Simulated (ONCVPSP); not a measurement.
Before and after: ONCV potential for germanium (Ge)

ONCVPSP 4.0.1 input, shortened (lines: element, Z, core and valence counts, functional; n l f; lmax; l rc ep ncon nbas qcut; lloc lpopt rc5 dvloc0; l nproj debl; icmod fcfact rcfact), PBE, scalar-relativistic:

```
  Ge 32.00    6    2        4      upf
    1    0    2.00
    2    0    2.00
    2    1    6.00
    3    0    2.00
    3    1    6.00
    3    2   10.00
    4    0    2.00
    4    1    1.00
    2
    0    1.45    0.00    4    7    5.80
    1    2.25    0.00    4    7    3.70
    2    1.80    0.09    4    8    5.10
    4    3    1.10    0.00
    0    2    1.60
    1    2    2.00
    2    2    3.50
    0    0.00    0.00
```

All-electron outer shells of the reference configuration (PBE, scalar-relativistic, ld1.x):

```csv
shell,level (eV),outermost node (bohr),outermost maximum (bohr)
3p,-124.65,0.23,0.54
3d,-38.32,–,0.50
4s,-19.86,0.77,1.71
4p,-11.24,0.82,2.08
```

Change: p: rc 3.

Cutoffs: the cutoffs (Ha) at which the residual kinetic energy of the hardest occupied pseudo-wave falls to 1 and 0.1 mHa per electron; they do not see the model core or the augmentation charge, which bear on the density cutoff. Errors are all-electron minus pseudo energies relative to the spin-unpolarised reference configuration.

What does the change do?

The potential gets neither clearly harder nor softer (9.5 Ha and 49 Ha → 9.5 Ha and 49 Ha); both files keep a bound ghost (d, s); of the 4 tests that both files solve, the error grows in 2 and shrinks in 1 by more than 15 % and 0.3 meV (median size 13.2 → 17.4 meV).

```csv
quantity,base,changed
"cutoff, loose",9.5 Ha,9.5 Ha
"cutoff, tight",49 Ha,49 Ha
loose cutoff by channel,"s 9.5 Ha, p 4.6 Ha","s 9.5 Ha, p 2.9 Ha"
bound ghosts,"s, d","s, d"
GHOST(+) flags under 300 eV,p at 140.7 eV,none
"error for 4s2 4p2, meV [ΔE -7.44 eV]",+1.1,-1.6
"error for 4s2 4p0, meV [ΔE 15.44 eV]",+2.7,-8.9
"error for 4s1 4p0, meV [ΔE 50.23 eV]",+105,+72
"error for 4s1 4p3, meV [ΔE 0.53 eV]",+24,+26
s: phases at 1.48 bohr within 0.05 rad from the reference energy up to (Ha; the scan ends near 5),to the end of the scan,to the end of the scan
d: phases at 1.83 bohr within 0.05 rad from the reference energy up to (Ha; the scan ends near 5),0.6,0.6
```

Base: The cutoffs count occupied waves only; projector 2 of the d channel, the hardest unoccupied one, needs 104 Ha at the loose tolerance. Changed file: The cutoffs count occupied waves only; projector 2 of the d channel, the hardest unoccupied one, needs 104 Ha at the loose tolerance. A true bound ghost makes a file unfit for plane-wave use even where its test errors are small: the radial tests pick states by their node count and pass the ghost by.
